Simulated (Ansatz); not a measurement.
C₃H₉BrGe (`[CH3][Ge]([CH3])([CH3])[Br]`). Charge 0, multiplicity 1.

```xyz
14

C     1.400    1.151   -0.487
Ge   -0.207    0.071   -0.294
C     0.168   -1.838   -0.342
C    -1.269    0.584    1.254
Br   -1.527    0.524   -2.171
H     1.927    0.882   -1.403
H     2.065    0.985    0.364
H     1.139    2.209   -0.530
H     0.698   -2.094   -1.259
H    -0.763   -2.405   -0.304
H     0.787   -2.117    0.514
H    -0.706    0.394    2.171
H    -2.195    0.009    1.282
H    -1.516    1.645    1.205
```

List the harmonic frequencies (cm⁻¹, unscaled) at PBE0-D4/def2-TZVP in Ansatz. (An estimate is asked.)

Computed: 124, 133, 134, 139, 139, 172, 178, 178, 286, 579, 623, 623, 717, 760, 760, 842, 848, 849, 1260, 1260, 1269, 1440, 1448, 1448, 1452, 1452, 1464, 3060, 3060, 3061, 3149, 3149, 3150, 3164, 3164, 3164.

Is this a minimum?

Yes, all 36 modes are real.

Give the ideal-gas thermochemistry at 298.15 K and 1 bar (rigid rotor, harmonic oscillator; point group C3v, symmetry number 3).

Zero-point energy 291.3 kJ/mol; H(298) − E = 318.6 kJ/mol; entropy 393.9 J/(mol·K), of which translation 174.8, rotation 110.9, vibration 108.1; G(298) − E = 201.2 kJ/mol.

Rotational constants (cm⁻¹)?

0.09579, 0.0409, 0.0409.
